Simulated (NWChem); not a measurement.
System: GeNH3S, singlet; SMILES [NH2][Ge][SH]

NWChem input:

```
start job
memory heap 200 mb stack 900 mb global 1100 mb
geometry units angstroms
  Ge    -0.009689    -0.382921     0.511316
  N      1.377820    -0.917423    -0.510336
  H      1.985301    -1.683698    -0.264464
  H      1.670351    -0.518671    -1.390416
  S     -0.642840     1.284467    -0.879586
  H     -1.653804     1.685471    -0.120994
end
basis spherical
  * library def2-svp
end
dft
  xc pbe0
  iterations 150
end
driver
  maxiter 120
end
task dft optimize
task dft freq
```

Excerpt of the output:

```
             Northwest Computational Chemistry Package (NWChem) 7.3.0
             --------------------------------------------------------

 C1  symmetry detected

                             Geometry "geometry" -> ""
                             -------------------------

 Output coordinates in angstroms (scale by  1.889725989 to convert to a.u.)

  No.       Tag          Charge          X              Y              Z
 ---- ---------------- ---------- -------------- -------------- --------------
    1 Ge                  32.0000    -0.44468082    -0.53509493    -0.00025672
    2 N                    7.0000     1.23664443    -1.18915262     0.00036202
    3 H                    1.0000     1.44869744    -2.17489955     0.00005455
    4 H                    1.0000     2.09363055    -0.65558791     0.00171836
    5 S                   16.0000     0.19218311     1.63517591    -0.00057998
    6 H                    1.0000    -1.04398253     2.11477907     0.01318757

 Effective nuclear repulsion energy (a.u.)     244.9928921024

                                Z-matrix (autoz)
                                --------

 Units are Angstrom for bonds and degrees for angles

      Type          Name      I     J     K     L     M      Value
      ----------- --------  ----- ----- ----- ----- ----- ----------
    1 Stretch                  1     2                       1.80406
    2 Stretch                  1     5                       2.26178
    3 Stretch                  2     3                       1.00830
    4 Stretch                  2     4                       1.00951
    5 Stretch                  5     6                       1.32601
    6 Bend                     1     2     3               123.39708
    7 Bend                     1     2     4               126.83666
    8 Bend                     1     5     6                94.85046
    9 Bend                     2     1     5                94.90242
   10 Bend                     3     2     4               109.76624
   11 Torsion                  2     1     5     6        -179.38325
   12 Torsion                  3     2     1     5        -179.95958
   13 Torsion                  4     2     1     5           0.08800

                           NWChem Geometry Optimization
                           ----------------------------

 maximum gradient threshold         (gmax) =   0.000450
 rms gradient threshold             (grms) =   0.000300
 maximum cartesian step threshold   (xmax) =   0.001800
 rms cartesian step threshold       (xrms) =   0.001200
 fixed trust radius                (trust) =   0.300000
 source of zmatrix                         =   autoz

          -------------------
          Energy Minimization
          -------------------

 Using diagonal initial Hessian
 Scaling for Hessian diagonals: bonds = 1.00  angles = 0.25  torsions = 0.10

          --------
          Step   0

                                 NWChem DFT Module
                                 -----------------

 Summary of "ao basis" -> "ao basis" (spherical)
 ------------------------------------------------------------------------------
       Tag                 Description            Shells   Functions and Types
 ---------------- ------------------------------  ------  ---------------------
 Ge                         def2-svp                12       32   5s4p3d
 N                          def2-svp                 6       14   3s2p1d
 H                          def2-svp                 3        5   2s1p
 S                          def2-svp                 8       18   4s3p1d

            General Information
            -------------------
          SCF calculation type: DFT
          Wavefunction type:  closed shell.
          No. of atoms     :     6
          No. of electrons :    58
           Alpha electrons :    29
            Beta electrons :    29
          Charge           :     0
          Spin multiplicity:     1
          Use of symmetry is: off; symmetry adaption is: off
          Maximum number of iterations: 150
          AO basis - number of functions:    79
                     number of shells:    35
          Convergence on energy requested:  1.00D-06
          Convergence on density requested:  1.00D-05
          Convergence on gradient requested:  5.00D-04

[...]

      ----------------------
      Optimization converged
      ----------------------

  Step       Energy      Delta E   Gmax     Grms     Xrms     Xmax
  ---- ---------------- -------- -------- -------- -------- --------
@    4   -2530.90175475 -8.5D-07  0.00018  0.00007  0.00086  0.00179
                                     ok       ok       ok       ok

                                Z-matrix (autoz)
                                --------

 Units are Angstrom for bonds and degrees for angles

      Type          Name      I     J     K     L     M      Value     Gradient
      ----------- --------  ----- ----- ----- ----- ----- ---------- ----------
    1 Stretch                  1     2                       1.81631    0.00018
    2 Stretch                  1     5                       2.26379    0.00000
    3 Stretch                  2     3                       1.01419    0.00001
    4 Stretch                  2     4                       1.01558    0.00006
    5 Stretch                  5     6                       1.34972   -0.00010
    6 Bend                     1     2     3               120.81736    0.00005
    7 Bend                     1     2     4               126.82075   -0.00011
    8 Bend                     1     5     6                93.77913    0.00000
    9 Bend                     2     1     5                95.05464   -0.00002
   10 Bend                     3     2     4               112.36188    0.00006
   11 Torsion                  2     1     5     6        -179.99180   -0.00000
   12 Torsion                  3     2     1     5        -179.98081    0.00000
   13 Torsion                  4     2     1     5           0.02864    0.00000

                         Geometry "geometry" -> "geometry"
                         ---------------------------------

 Output coordinates in angstroms (scale by  1.889725989 to convert to a.u.)

  No.       Tag          Charge          X              Y              Z
 ---- ---------------- ---------- -------------- -------------- --------------
    1 Ge                  32.0000    -0.43775904    -0.52680177     0.00311354
    2 N                    7.0000     1.25341988    -1.18928122     0.00019189
    3 H                    1.0000     1.41951085    -2.18977203    -0.00157860
    4 H                    1.0000     2.11667060    -0.65430176     0.00021940
    5 S                   16.0000     0.19901651     1.64558856     0.00509921
    6 H                    1.0000    -1.06836662     2.10978820     0.00744037

 Effective nuclear repulsion energy (a.u.)     244.1683617666

                Final and change from initial internal coordinates
                --------------------------------------------------

                                Z-matrix (autoz)
                                --------

 Units are Angstrom for bonds and degrees for angles

[...]

 Rotational Constants
 --------------------
 A=   0.375967 cm-1  (  0.540921 K)
 B=   0.123465 cm-1  (  0.177635 K)
 C=   0.092943 cm-1  (  0.133722 K)

 Temperature                      =   298.15K
 frequency scaling parameter      =   1.0000

 Zero-Point correction to Energy  =   22.096 kcal/mol  (  0.035212 au)
 Thermal correction to Energy     =   25.255 kcal/mol  (  0.040246 au)
 Thermal correction to Enthalpy   =   25.847 kcal/mol  (  0.041190 au)

 Total Entropy                    =   72.988 cal/mol-K
   - Translational                =   40.315 cal/mol-K (mol. weight = 122.9205)
   - Rotational                   =   25.417 cal/mol-K (symmetry #  =        1)
   - Vibrational                  =    7.256 cal/mol-K

 Cv (constant volume heat capacity) =   16.195 cal/mol-K
   - Translational                  =    2.979 cal/mol-K
   - Rotational                     =    2.979 cal/mol-K
   - Vibrational                    =   10.236 cal/mol-K

[normal modes left out]

 ----------------------------------------------------------------------------
 Normal Eigenvalue ||           Projected Infra Red Intensities
  Mode   [cm**-1]  || [atomic units] [(debye/angs)**2] [(KM/mol)] [arbitrary]
 ------ ---------- || -------------- ----------------- ---------- -----------
    1       -0.000 ||    0.000442           0.010         0.431       0.153
    2       -0.000 ||    0.000004           0.000         0.004       0.001
    3       -0.000 ||    0.000508           0.012         0.495       0.175
    4       -0.000 ||    0.000355           0.008         0.346       0.123
    5        0.000 ||    0.000007           0.000         0.007       0.002
    6        0.000 ||    0.000119           0.003         0.116       0.041
    7      198.617 ||    0.003105           0.072         3.026       1.071
    8      270.012 ||    0.008116           0.187         7.912       2.801
    9      374.344 ||    0.043965           1.014        42.859      15.172
   10      414.161 ||    0.223987           5.168       218.354      77.299
   11      490.795 ||    0.003588           0.083         3.498       1.238
   12      679.099 ||    0.001231           0.028         1.200       0.425
   13      712.272 ||    0.078455           1.810        76.482      27.075
   14      776.233 ||    0.039834           0.919        38.832      13.747
   15     1526.301 ||    0.035674           0.823        34.776      12.311
   16     2726.819 ||    0.000583           0.013         0.568       0.201
   17     3587.691 ||    0.033721           0.778        32.873      11.637
   18     3707.499 ||    0.047889           1.105        46.685      16.527
 ----------------------------------------------------------------------------
```

Level: PBE0/def2-SVP. Low-valent species are run as closed-shell singlets; no triplet was tried in these runs.
